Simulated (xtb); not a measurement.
Input for xtb: GFN2-xTB on BH2IO2 (SMILES OB(O)I), a point of a torsion scan.

```
$ xtb mol.xyz --gfn 2 --opt vtight --chrg 0 --uhf 0 --input xcontrol
6

O      0.13390294     1.38627889    -0.19592769
B      0.11779228    -0.08013207    -0.07163788
O     -0.84851253    -0.62914817     0.85313404
I      0.81625380    -1.15276191    -1.86661109
H      0.28623201     1.82112192     0.67230446
H     -0.49208073    -1.27018045     1.49747593
$constrain
  force constant=1.0
  dihedral: 5,1,2,4,210.0
$end
```

Output:

```
[...]
           -------------------------------------------------
          |                Calculation Setup                |
           -------------------------------------------------



           -------------------------------------------------
          |                 G F N 2 - x T B                 |
           -------------------------------------------------

        Reference                      10.1021/acs.jctc.8b01176
      * Hamiltonian:
        H0-scaling (s, p, d)           1.850000    2.230000    2.230000
        zeta-weighting                 0.500000
      * Dispersion:
        s8                             2.700000
        a1                             0.520000
        a2                             5.000000
        s9                             5.000000
      * Repulsion:
        kExp                           1.500000    1.000000
        rExp                           1.000000
      * Coulomb:
        alpha                          2.000000
        third order                    shell-resolved
        anisotropic                    true
        a3                             3.000000
        a5                             4.000000
        cn-shift                       1.200000
        cn-exp                         4.000000
        max-rad                        5.000000


          ...................................................
          :                      SETUP                      :
          :.................................................:
          :  # basis functions                  24          :
          :  # atomic orbitals                  23          :
          :  # shells                           11          :
          :  # electrons                        24          :
          :  max. iterations                   250          :
          :  Hamiltonian                  GFN2-xTB          :
          :  restarted?                      false          :
          :  GBSA solvation                  false          :
          :  PC potential                    false          :
          :  electronic temp.          300.0000000     K    :
          :  accuracy                    1.0000000          :
          :  -> integral cutoff          0.2500000E+02      :
          :  -> integral neglect         0.1000000E-07      :
          :  -> SCF convergence          0.1000000E-05 Eh   :
          :  -> wf. convergence          0.1000000E-03 e    :
          :  Broyden damping             0.4000000          :
          :  net charge                          0          :
          :  unpaired electrons                  0          :
          ...................................................

 iter      E             dE          RMSdq      gap      omega  full diag
   1    -14.0616411 -0.140616E+02  0.902E+00    6.71       0.0  T
   2    -14.1739573 -0.112316E+00  0.912E+00    2.35       1.0  T
   3    -14.3170291 -0.143072E+00  0.463E+00    4.09       1.0  T
   4    -14.2947147  0.223144E-01  0.320E+00    3.26       1.0  T
   5    -14.3245808 -0.298661E-01  0.889E-01    3.91       1.0  T
   6    -14.3250012 -0.420370E-03  0.549E-01    4.01       1.0  T
   7    -14.3251053 -0.104097E-03  0.128E-01    4.05       1.0  T
   8    -14.3251097 -0.446058E-05  0.845E-02    4.02       1.0  T
   9    -14.3251231 -0.133538E-04  0.169E-02    4.03       2.4  T
  10    -14.3251222  0.935826E-06  0.178E-02    4.03       2.3  T
  11    -14.3251233 -0.113427E-05  0.231E-03    4.04      17.7  T
  12    -14.3251233  0.174087E-07  0.306E-03    4.04      13.3  T
  13    -14.3251233 -0.221322E-07  0.143E-03    4.04      28.5  T
  14    -14.3251233 -0.500808E-08  0.465E-04    4.04      87.8  T
  15    -14.3251233 -0.234477E-09  0.107E-04    4.04     380.0  T

   *** convergence criteria satisfied after 15 iterations ***

         #    Occupation            Energy/Eh            Energy/eV
      -------------------------------------------------------------
         1        2.0000           -0.7394492             -20.1214
       ...           ...                  ...                  ...
         6        2.0000           -0.5549819             -15.1018
         7        2.0000           -0.5362780             -14.5929
         8        2.0000           -0.5091078             -13.8535
         9        2.0000           -0.4879517             -13.2778
        10        2.0000           -0.4589040             -12.4874
        11        2.0000           -0.4244461             -11.5498
        12        2.0000           -0.4187197             -11.3939 (HOMO)
        13                         -0.2704062              -7.3581 (LUMO)
        14                         -0.1559801              -4.2444
        15                         -0.0047273              -0.1286
        16                          0.0172768               0.4701
        17                          0.0199263               0.5422
       ...                                ...                  ...
        23                
[...]
15                          0.0152326               0.4145
        16                          0.0287951               0.7836
        17                          0.0311207               0.8468
       ...                                ...                  ...
        23                          0.6524258              17.7534
      -------------------------------------------------------------
                  HL-Gap            0.2160463 Eh            5.8789 eV
             Fermi-level           -0.3046926 Eh           -8.2911 eV

 SCC (total)                   0 d,  0 h,  0 min,  0.004 sec
 SCC setup                      ...        0 min,  0.000 sec (  4.549%)
 Dispersion                     ...        0 min,  0.000 sec (  0.597%)
 classical contributions        ...        0 min,  0.000 sec (  0.229%)
 integral evaluation            ...        0 min,  0.001 sec ( 23.034%)
 iterations                     ...        0 min,  0.001 sec ( 32.581%)
 molecular gradient             ...        0 min,  0.001 sec ( 35.293%)
 printout                       ...        0 min,  0.000 sec (  3.019%)

         :::::::::::::::::::::::::::::::::::::::::::::::::::::
         ::                     SUMMARY                     ::
         :::::::::::::::::::::::::::::::::::::::::::::::::::::
         :: total energy             -14.320413128699 Eh    ::
         :: gradient norm              0.000075545558 Eh/a0 ::
         :: HOMO-LUMO gap              5.878918891443 eV    ::
         ::.................................................::
         :: SCC energy               -14.395296899470 Eh    ::
         :: -> isotropic ES            0.081683641758 Eh    ::
         :: -> anisotropic ES         -0.002970666607 Eh    ::
         :: -> anisotropic XC         -0.009532732905 Eh    ::
         :: -> dispersion             -0.002884405854 Eh    ::
         :: repulsion energy           0.074815200931 Eh    ::
         :: add. restraining           0.000068569840 Eh    ::
         :: total charge              -0.000000000000 e     ::
         :::::::::::::::::::::::::::::::::::::::::::::::::::::

           -------------------------------------------------
          |                Property Printout                |
           -------------------------------------------------

    * Orbital Energies and Occupations

         #    Occupation            Energy/Eh            Energy/eV
      -------------------------------------------------------------
         1        2.0000           -0.7328549             -19.9420
         2        2.0000           -0.7312056             -19.8971
         3        2.0000           -0.7239487             -19.6996
         4        2.0000           -0.6350839             -17.2815
         5        2.0000           -0.6192282             -16.8501
         6        2.0000           -0.5585072             -15.1978
         7        2.0000           -0.5518792             -15.0174
         8        2.0000           -0.5186572             -14.1134
         9        2.0000           -0.4981176             -13.5545
        10        2.0000           -0.4565274             -12.4227
        11        2.0000           -0.4165220             -11.3341
        12        2.0000           -0.4127157             -11.2306 (HOMO)
        13                         -0.1966695              -5.3516 (LUMO)
        14                         -0.1226852              -3.3384
        15                          0.0152326               0.4145
        16                          0.0287951               0.7836
        17                          0.0311207               0.8468
        18                          0.0697760               1.8987
        19                          0.0860098               2.3404
        20                          0.1585917               4.3155
        21                          0.4587882              12.4843
        22                          0.5485587              14.9270
        23                          0.6524258              17.7534
      -------------------------------------------------------------
                  HL-Gap            0.2160463 Eh            5.8789 eV
             Fermi-level           -0.3046926 Eh           -8.2911 eV

     #   Z          covCN         q      C6AA      α(0)
     1   8 O        1.646    -0.454    21.931     6.322
     2   5 B        2.462     0.507    16.785     7.286
     3   8 O        1.619    -0.473    22.336     6.379
     4  53 I        0.964    -0.224   388.693    34.034
     5   1 H        0.806     0.321     0.661     1.277
Note: The following floating-point exceptions are signalling: IEEE_DENORMAL
normal termination of xtb
     6   1 H        0.806     0.323     0.656     1.272

 Mol. C6AA /au·bohr⁶  :       1199.976955
 Mol. C8AA /au·bohr⁸  :      68468.973761
 Mol. α(0) /au        :         56.569424


Wiberg/Mayer (AO) data.
largest (>0.10) Wiberg bond orders for each atom

 ---------------------------------------------------------------------------
     #   Z sym  total        # sym  WBO       # sym  WBO       # sym  WBO
 ---------------------------------------------------------------------------
     1   8 O    2.185 --     2 B    1.226     5 H    0.869
     2   5 B    3.379 --     1 O    1.226     3 O    1.215     4 I    0.925
     3   8 O    2.181 --     2 B    1.215     6 H    0.874
     4  53 I    0.992 --     2 B    0.925
     5   1 H    0.897 --     1 O    0.869
     6   1 H    0.896 --     3 O    0.874
 ---------------------------------------------------------------------------

Topologies differ in total number of bonds
Writing topology from bond orders to xtbtopo.mol

molecular dipole:
                 x           y           z       tot (Debye)
 q only:       -0.232       0.081       0.917
   full:       -0.699       0.804       1.932       5.608
molecular quadrupole (traceless):
                xx          xy          yy          xz          yz          zz
 q only:       -0.355       2.233       3.353       1.992      -1.290      -2.998
  q+dip:        2.897       5.715       3.543       6.336      -7.652      -6.440
   full:        2.741       5.310       3.444       6.159      -6.757      -6.185

           -------------------------------------------------
          |                Geometry Summary                 |
           -------------------------------------------------

      molecular mass/u    :      171.7301913
   center of mass at/Å    :        0.5259116      -0.7957394      -1.1312729
  moments of inertia/u·Å² :        0.4929539E+02   0.2356886E+03   0.2846428E+03
rotational constants/cm⁻¹ :        0.3419718E+00   0.7152501E-01   0.5922381E-01

 * 5 selected distances

     #   Z          #   Z                                           value/Å
     1   8 O        2   5 B                                       1.3339152
     2   5 B        3   8 O                                       1.3373357
     2   5 B        4  53 I                                       2.1407907 (max)
     1   8 O        5   1 H                                       0.9560203 (min)
     3   8 O        6   1 H                                       0.9564503

 * 3 distinct bonds (by element types)

   Z      Z             #   av. dist./Å        max./Å        min./Å
   1 H    8 O           2     0.9562353     0.9564503     0.9560203
   5 B    8 O           2     1.3356255     1.3373357     1.3339152
   5 B   53 I           1     2.1407907     2.1407907     2.1407907


optimized geometry written to: xtbopt.xyz


           -------------------------------------------------
          | TOTAL ENERGY              -14.320413128699 Eh   |
          | GRADIENT NORM               0.000075545558 Eh/α |
          | HOMO-LUMO GAP               5.878918891443 eV   |
           -------------------------------------------------

------------------------------------------------------------------------
------------------------------------------------------------------------
 total:
 SCF:
 ANC optimizer:
```

The run finished.

Warnings raised: the energy holds the restraint's term.

Cost: about 0.15 core-seconds (a rough figure).
